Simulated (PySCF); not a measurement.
Sn(H)(vinyl)(OH)2 (C2H6O2Sn), SMILES C=[CH][SnH]([OH])[OH]. Heavy atoms are numbered as in [SnH:1]([OH:2])([OH:3])[CH:4]=[CH2:5]. Hydrogens are named by the atom that carries them.

Geometry optimised at B3LYP-D3(BJ)/def2-SVP. The structure was generated by enumeration; whether it is a known compound was not checked. The def2 effective core potentials stand for the cores of Sn; spin–orbit coupling is left out. Other conformers were not sampled.

Computed with PBE/def2-TZVP (PySCF).

ESP charges are fitted to the potential on shells at 1.4 to 2.0 van der Waals radii. Atomic charges (e), one atom of each kind:

```json
[
 {"atom": "Sn1 (SnH)", "Mulliken": "0.94", "ESP fit": "0.80"},
 {"atom": "O2 (OH)", "Mulliken": "-0.64", "ESP fit": "-0.72"},
 {"atom": "C4 (CH)", "Mulliken": "-0.36", "ESP fit": "-0.24"},
 {"atom": "C5 (CH2)", "Mulliken": "-0.23", "ESP fit": "-0.39"},
 {"atom": "H on Sn1", "Mulliken": "-0.06", "ESP fit": "-0.08"},
 {"atom": "H on O2", "Mulliken": "0.31", "ESP fit": "0.40"},
 {"atom": "H on C4", "Mulliken": "0.13", "ESP fit": "0.18"},
 {"atom": "H on C5", "Mulliken": "0.13", "ESP fit": "0.19"}
]
```
